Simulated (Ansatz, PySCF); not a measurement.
C$_{2}$F$_{6}$, charge -1, doublet, at the geometry of the source list (a state made from the parent by changing its charge; the spin is typed, not shown lowest) (in this run its highest filled SCF level lies above zero, so its values depend strongly on the basis, on diffuse functions most of all). Base run: PySCF with WB97X-V/STO-3G.

Geometry (Å):
```xyz
8

F      1.3966    -0.2934    -1.0266
C      0.7648    -0.0702     0.1195
F      1.2555     1.0390     0.6593
F      1.0166    -1.0826     0.9407
C     -0.7648     0.0702    -0.1195
F     -1.0167     1.0827    -0.9406
F     -1.2555    -1.0390    -0.6594
F     -1.3966     0.2933     1.0266
```
Charge -1, spin multiplicity 2.
Orbitals are unrestricted.
All else is at PySCF's defaults.

The same geometry, method and basis name were run in Ansatz (an electronic-structure program) and PySCF, at each program's defaults and at the settings that a row names. The base is PySCF at its defaults. Differences at the defaults can come from grids, fitting, cores and function types together.

| code and settings | ΔE vs base (mEh) | basis functions | E (Eh) | SCF cycles | outcome |
|---|---|---|---|---|---|
| PySCF, defaults (exact integrals, its default grid, spherical functions) | 0.000 | 40 | -665.04444 | 11 | converged |
| Ansatz, defaults (factorised integrals, its default grid, spherical functions) | 0.007 | 40 | -665.04443 | - | converged |
| PySCF, density fitting with def2-universal-jkfit | -2.769 | 40 | -665.04721 | 11 | converged |
| PySCF, fine grid | 0.006 | 40 | -665.04443 | 11 | converged |
| Ansatz, high accuracy | - | - | - | - | cut at the time limit |

Open shells are given as the SCF converged; they aren't shown to be the lowest states, and a large step between rows can be another state.
